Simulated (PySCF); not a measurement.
# Correlation energy of Mo²⁺ (molybdenum, charge +2)

[Kr] 4d3 5s1, high-spin 5F determinant (an excited configuration). Calculation: PySCF 2.14, in x2c-TZVPPall with one added diffuse shell each of s, p, d, f type (9s7p7d3f1g, 95 functions); scalar relativity by spin-free X2C-1e. Frozen: [Kr]; 4 electrons correlated.

```
  level  correlation energy (mhartree)
   CCSD                         -32.92
    (T)                          -0.34
CCSD(T)                         -33.26
```

Diagnostics: T1 = 0.0030, D1 = 0.0080, largest double amplitude 0.018.

Cost of the coupled-cluster step: about 7 core-seconds, for 4 correlated electrons.

Iterations:

```
CC2 = 0
CCSD nocc = (np.int64(4), np.int64(0)), nmo = (77, 77)
frozen orbitals [[0, 1, 2, 3, 4, 5, 6, 7, 8, 9, 10, 11, 12, 13, 14, 15, 16, 17], [0, 1, 2, 3, 4, 5, 6, 7, 8, 9, 10, 11, 12, 13, 14, 15, 16, 17]]
max_cycle = 100
direct = 0
conv_tol = 1e-08
conv_tol_normt = 1e-06
diis_space = 8
diis_start_cycle = 0
Init t2, MP2 energy = -0.0276573990507002
Init E_corr(UCCSD) = -0.0276573990517068
cycle = 1  E_corr(UCCSD) = -0.0319152630894358  dE = -0.00425786404  norm(t1,t2) = 0.0184466
cycle = 2  E_corr(UCCSD) = -0.0326831309574833  dE = -0.000767867868  norm(t1,t2) = 0.00503703
cycle = 3  E_corr(UCCSD) = -0.0329304044161736  dE = -0.000247273459  norm(t1,t2) = 0.00185879
cycle = 4  E_corr(UCCSD) = -0.0329143935899008  dE = 1.60108263e-05  norm(t1,t2) = 0.000449618
cycle = 5  E_corr(UCCSD) = -0.032917718139903  dE = -3.32455e-06  norm(t1,t2) = 0.000114103
cycle = 6  E_corr(UCCSD) = -0.0329175882566971  dE = 1.29883206e-07  norm(t1,t2) = 1.55711e-05
cycle = 7  E_corr(UCCSD) = -0.0329176025760277  dE = -1.43193306e-08  norm(t1,t2) = 3.23342e-06
cycle = 8  E_corr(UCCSD) = -0.0329175849316879  dE = 1.76443399e-08  norm(t1,t2) = 4.79936e-07
cycle = 9  E_corr(UCCSD) = -0.0329175872393866  dE = -2.30769875e-09  norm(t1,t2) = 9.13296e-08
UCCSD converged
E(UCCSD) = -4045.296179732147  E_corr = -0.03291758723938661
UCCSD(T) correction = -0.000337005173928904
```
